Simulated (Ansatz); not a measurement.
Level of theory: frozen-core CCSD(T)/def2-TZVPP // TPSS-D3(BJ)/def2-SVP in Ansatz (an electronic-structure program).

Ansatz 0.2 input:
```yaml
crystal:
  periodic: [false, false, false]
  atoms:
    - { symbol: Ti, position_ang: [0.097362, -0.025987, -0.075438] }
    - { symbol: N, position_ang: [-0.723395, -0.563885, -1.702968] }
    - { symbol: H, position_ang: [-0.677041, -1.478846, -2.158532] }
    - { symbol: H, position_ang: [-1.201767, 0.09703, -2.323693] }
    - { symbol: N, position_ang: [-1.214761, 0.126414, 1.291139] }
    - { symbol: H, position_ang: [-0.979108, 0.092924, 2.288265] }
    - { symbol: H, position_ang: [-2.232563, 0.136036, 1.187026] }
    - { symbol: N, position_ang: [0.944029, 1.653336, -0.349332] }
    - { symbol: H, position_ang: [1.438312, 1.886551, -1.216626] }
    - { symbol: H, position_ang: [0.894669, 2.485989, 0.243211] }
    - { symbol: N, position_ang: [1.383531, -1.318458, 0.4603] }
    - { symbol: H, position_ang: [2.403312, -1.240539, 0.431899] }
    - { symbol: H, position_ang: [1.125847, -2.181937, 0.949198] }
basis:
  gaussian: { orbitals: def2-TZVPP }
correlation:
  method: ccsd_t
```

Output:

```
Functional definition: HF
1838 factors; integrals over basis functions are off by at most 1.2e-3 eV
mean field evaluation 1: about -29133.7465 eV, gradient 7.8e1 eV
mean field evaluation 2: about -29133.8650 eV, gradient 7.8e1 eV
mean field evaluation 4: about -29144.9024 eV, gradient 1.1e1 eV
mean field evaluation 8: about -29145.2059 eV, gradient 5.7e-1 eV
mean field evaluation 16: about -29133.7470 eV, gradient 7.8e1 eV
mean field -29145.20771620 eV, -1071.0666282388 hartree, gradient 2.7e-6 eV, S^2 0.000000; 0 other end points of the search recorded, 0 dependent functions left out
9 core orbitals not correlated
reference -29145.20771620 eV, -1071.0666282388 hartree; 20, 20 occupied and 271, 271 virtual orbitals, 1838 factors
second order -35.82128997 eV of doubles, -0.00000000 eV of singles
cycle   1  -34.93404556 eV  change    8.9e-1 eV  update   2.4e-1
cycle   2  -36.05600033 eV  change    -1.1e0 eV  update   1.5e-1
cycle   3  -36.40065212 eV  change   -3.4e-1 eV  update   5.5e-2
cycle   4  -36.41816777 eV  change   -1.8e-2 eV  update   2.3e-2
cycle   5  -36.39910902 eV  change    1.9e-2 eV  update   9.4e-3
cycle   6  -36.39826269 eV  change    8.5e-4 eV  update   4.3e-3
cycle   7  -36.39961526 eV  change   -1.4e-3 eV  update   2.2e-3
cycle   8  -36.39945095 eV  change    1.6e-4 eV  update   7.8e-4
cycle   9  -36.39987450 eV  change   -4.2e-4 eV  update   3.2e-4
cycle  10  -36.40018646 eV  change   -3.1e-4 eV  update   1.2e-4
cycle  11  -36.39997847 eV  change    2.1e-4 eV  update   7.2e-5
cycle  12  -36.39993689 eV  change    4.2e-5 eV  update   4.0e-5
perturbative correction -1.87585407 eV, -0.0689363654 hartree
Total energy: -29183.48350715 eV, -1072.4732376123 hartree
```

Cost: about 40 core-minutes (a rough figure).
